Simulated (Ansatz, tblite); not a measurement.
Removing and adding an electron: `FC(F)(F)c1sc(-c2sc(-c3sc(-c4sc(-c5sc(-c6sc(C(F)(F)F)c7c6OCCO7)c6c5OCCO6)c5c4OCCO5)c4c3OCCO4)c3c2OCCO3)c2c1OCCO2`. Charge 0, multiplicity 1. Geometry: PBE-D4/def2-SVP. Ansatz, gas phase; energy differences of separate SCF runs; the oxidised species was run as a doublet alone; the reduced species was run as a doublet alone.

```xyz
86

F     9.663   -2.738   -6.341
C     9.719   -1.531   -6.961
F    10.834   -0.899   -6.507
F     9.920   -1.756   -8.283
C     8.476   -0.750   -6.708
S     7.266   -1.307   -5.588
C     6.282    0.127   -5.822
C     5.049    0.293   -5.100
S     4.892   -0.309   -3.453
C     3.211    0.200   -3.337
C     2.422   -0.010   -2.164
S     0.733    0.483   -2.053
C     0.581   -0.127   -0.405
C    -0.631   -0.013    0.345
S    -0.756   -0.535    2.025
C    -2.441   -0.029    2.138
C    -3.221   -0.200    3.325
S    -4.931    0.208    3.402
C    -5.062   -0.294    5.084
C    -6.308   -0.156    5.788
S    -7.392    1.176    5.424
C    -8.573    0.628    6.580
C    -9.860    1.351    6.779
F   -10.024    1.767    8.060
F   -10.940    0.578    6.488
F    -9.923    2.449    5.981
C    -8.137   -0.513    7.240
C    -6.858   -0.968    6.782
O    -6.280   -2.112    7.247
C    -7.213   -2.946    7.936
C    -8.065   -2.132    8.900
O    -8.851   -1.165    8.195
C    -3.833   -0.767    5.545
C    -2.809   -0.722    4.555
O    -1.527   -1.130    4.793
C    -1.422   -1.902    5.991
C    -2.201   -1.244    7.123
O    -3.596   -1.184    6.821
C    -2.858    0.514    0.919
C    -1.851    0.521   -0.080
O    -2.061    1.011   -1.338
C    -3.240    1.818   -1.411
C    -4.405    1.147   -0.690
O    -4.120    0.990    0.703
C     1.795   -0.683    0.010
C     2.819   -0.617   -0.969
O     4.078   -1.106   -0.759
C     4.130   -1.988    0.366
C     3.373   -1.400    1.552
O     1.986   -1.237    1.244
C     2.830    0.826   -4.527
C     3.851    0.872   -5.520
O     3.641    1.390   -6.763
C     2.254    1.577   -7.049
C     1.526    2.201   -5.864
O     1.577    1.332   -4.730
C     6.882    0.978   -6.751
C     8.123    0.473   -7.261
O     8.879    1.154   -8.162
C     8.163    2.234   -8.772
C     7.374    3.019   -7.732
O     6.385    2.196   -7.111
H    -7.871   -3.470    7.203
H    -6.618   -3.704    8.482
H    -7.412   -1.617    9.642
H    -8.779   -2.781    9.444
H    -0.343   -1.963    6.236
H    -1.809   -2.932    5.814
H    -1.806   -0.217    7.302
H    -2.105   -1.829    8.059
H    -3.042    2.817   -0.959
H    -3.468    1.951   -2.486
H    -4.610    0.152   -1.148
H    -5.320    1.767   -0.759
H     5.201   -2.126    0.612
H     3.694   -2.976    0.092
H     3.427   -2.078    2.427
H     3.816   -0.417    1.832
H     1.783    0.599   -7.303
H     2.200    2.237   -7.936
H     1.989    3.182   -5.611
H     0.455    2.359   -6.096
H     7.471    1.835   -9.550
H     8.920    2.876   -9.263
H     6.834    3.862   -8.204
H     8.070    3.426   -6.961
```

The xTB rows come from tblite. Single mean-field runs in def2-SVP are fitted with def2-universal-jkfit.

Estimate orbital energies and vertical ionisation energies and electron affinities at: GFN1-xTB; GFN2-xTB; PBE-D4/def2-SVP; PBE0-D4/def2-SVP.


```
           level  −HOMO (eV)  vertical IE (eV)  −LUMO (eV)  vertical EA (eV)  HOMO–LUMO gap (eV)  IE − EA (eV)                       remarks
        GFN1-xTB        9.92             11.27        8.54              7.25                1.38          4.02                             –
        GFN2-xTB        9.42             10.75        8.11              6.87                1.31          3.88                             –
 PBE-D4/def2-SVP        3.79              5.11        2.35              1.16                1.44          3.94  HOMO above zero (-1 doublet)
PBE0-D4/def2-SVP        4.62              5.50        1.97              1.17                2.65          4.33                             –
```

   A HOMO above zero means that the electron is unbound at that level or that self-interaction error raises the level; the energy of removing that electron tells which. Raw xTB energy differences between charge states are shifted by several eV; the methods need an empirical correction for them. Sets without diffuse functions give affinities that are too small.
